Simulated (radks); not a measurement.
The numbers below are computed, except where a source is named.
Q: Isoelectronic series with 12 electrons, all held in the configuration [Ne] 3s2, which need not be the ground one along the series. Level of theory: non-relativistic Kohn-Sham, SCAN, spin-polarised, spherical densities, point nucleus; meta-GGA in the generalised Kohn-Sham scheme (a radial shooting solver on a logarithmic mesh with Libxc functionals). Total energies (hartree) and orbital eigenvalues (hartree):

ion    E (hartree)         3s         2p
Sc9+    -731.40806   -7.86584  -21.67798
Zn18+  -1605.16610  -24.72685  -62.04904
Kr24+  -2377.72213  -40.98316  -100.2333

Estimate the row of As21+.

A: E (hartree) -1972.44073; 3s -32.35416; 2p -80.01505.
